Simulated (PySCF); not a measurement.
## From a computed spectrum to the compound

A species of 11 atoms with charge 0 has these harmonic modes (BP86, small Gaussian bases with core potentials, PySCF 2.14.0):

```json
{"cm⁻¹": "66", "km/mol": "1.0", "symmetry": "b1"}
{"cm⁻¹": "73", "km/mol": "0.0", "symmetry": "a2"}
{"cm⁻¹": "73", "km/mol": "0.3", "symmetry": "b2"}
{"cm⁻¹": "78", "km/mol": "0.0", "symmetry": "a1"}
{"cm⁻¹": "86", "km/mol": "0.0", "symmetry": "a2"}
{"cm⁻¹": "96", "km/mol": "2.2", "symmetry": "b1"}
{"cm⁻¹": "103", "km/mol": "2.0", "symmetry": "b2"}
{"cm⁻¹": "115", "km/mol": "0.3", "symmetry": "a1"}
{"cm⁻¹": "123", "km/mol": "3.6", "symmetry": "a1"}
{"cm⁻¹": "162", "km/mol": "94.2", "symmetry": "b1"}
{"cm⁻¹": "175", "km/mol": "0.0", "symmetry": "a2"}
{"cm⁻¹": "187", "km/mol": "51.0", "symmetry": "b2"}
{"cm⁻¹": "203", "km/mol": "0.0", "symmetry": "a1"}
{"cm⁻¹": "219", "km/mol": "2.6", "symmetry": "b1"}
{"cm⁻¹": "220", "km/mol": "0.0", "symmetry": "a2"}
{"cm⁻¹": "221", "km/mol": "27.3", "symmetry": "a1"}
{"cm⁻¹": "221", "km/mol": "0.1", "symmetry": "b2"}
{"cm⁻¹": "375", "km/mol": "14.5", "symmetry": "a1"}
{"cm⁻¹": "528", "km/mol": "17.8", "symmetry": "b1"}
{"cm⁻¹": "533", "km/mol": "1.0", "symmetry": "a1"}
{"cm⁻¹": "553", "km/mol": "9.2", "symmetry": "b1"}
{"cm⁻¹": "557", "km/mol": "31.7", "symmetry": "b1"}
{"cm⁻¹": "559", "km/mol": "9.5", "symmetry": "a1"}
{"cm⁻¹": "564", "km/mol": "51.8", "symmetry": "a1"}
{"cm⁻¹": "573", "km/mol": "0.0", "symmetry": "a2"}
{"cm⁻¹": "576", "km/mol": "80.0", "symmetry": "b2"}
{"cm⁻¹": "616", "km/mol": "156.1", "symmetry": "b1"}
```

**Question.** Which species is it, and in which structure?

**Answer.** Bi2OF8 (singlet):
```xyz
11

Bi    0.0000    0.0181    1.9475
Bi    0.0000    0.0181   -1.9475
O     0.0000    0.8595    0.0000
F     1.7236   -0.2974    2.9696
F    -1.7236   -0.2974    2.9696
F     0.0000    1.9653    2.5663
F     0.0000   -1.9312    1.3422
F     1.7236   -0.2974   -2.9696
F    -1.7236   -0.2974   -2.9696
F     0.0000    1.9653   -2.5663
F     0.0000   -1.9312   -1.3422
```
Ideal gas at 298.15 K and 1 bar: S = 558.2 J/(mol K), Cp = 216.7 J/(mol K), H − H(0 K) = 44.7 kJ/mol (rigid rotor, harmonic modes, spin degeneracy alone). 
 Other answers can fit too; this one was computed.
